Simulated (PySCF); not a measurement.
## Relaxation of sextet Ru(OH)₃

All numbers come from UB3LYP/[Ru def2-SVP with ECP28, O def2-SVP, H def2-SVP], scalar-relativistic core potentials, density fitting, no spin–orbit coupling, PySCF. A (50,194) grid was used.

A hand-made T-shaped (heavy-atom frame) start, with no symmetry imposed:

```xyz
7
charge 0 multiplicity 6, angstrom
Ru    0.0048    0.0000   -0.2280
O     0.0048    0.0000    1.6520
O     1.8837    0.0000   -0.1624
O    -1.8741    0.0000   -0.1624
H    -0.7306    0.0000    2.2691
H     2.5004   -0.7354   -0.1409
H    -2.4908    0.7354   -0.1409
```

Optimiser trace:
```
step  E − E(last) (kJ/mol)  largest gradient (Eh/bohr)
   0                 87.55                     0.05361
   2                 41.82                     0.02057
   4                 32.09                     0.02054
   6                 26.86                     0.01245
   8                 23.15                     0.00695
  10                 19.17                     0.01175
  12                 15.56                     0.01090
  14                 13.23                     0.00654
  16                 11.26                     0.00649
  18                  9.25                     0.00930
  20                  6.64                     0.00570
  22                  4.97                     0.00905
  24                  3.44                     0.00486
  26                  1.95                     0.00673
  28                  0.60                     0.00464
  30                  0.08                     0.00174
  32                  0.04                     0.00101
  34                  0.00                     0.00046
  35                  0.00                     0.00027
```

It ends at Cs with O–H 0.967 Å (×2), O–H 0.971 Å, Ru–O 1.938 Å, Ru–O 1.942 Å, Ru–O 1.987 Å; H–O–Ru 116.8°, H–O–Ru 122.6°, H–O–Ru 124.3°, O–Ru–O 104.0°, O–Ru–O 104.3°, O–Ru–O 151.7° (after a last refinement on a finer grid). The frequency run here used a shortcut that can spoil soft modes, so no verdict on minimum or saddle point is given.

Final geometry:
```xyz
7
charge 0 multiplicity 6, angstrom
Ru   -0.0941    0.0158    0.0479
O     0.4230   -0.1670    1.9109
O     1.6008   -0.2621   -0.9505
O    -1.4168    0.3303   -1.3335
H    -0.1865   -0.0846    2.6565
H     2.3965   -0.4376   -0.4217
H    -2.3481    0.4987   -1.1344
```

With open d or f shells other occupations or spin states may lie lower. At this level a doublet minimum of C3v symmetry lies 126 kJ/mol below this structure.

The relaxation took of the order of 6 core-minutes on a shared host.
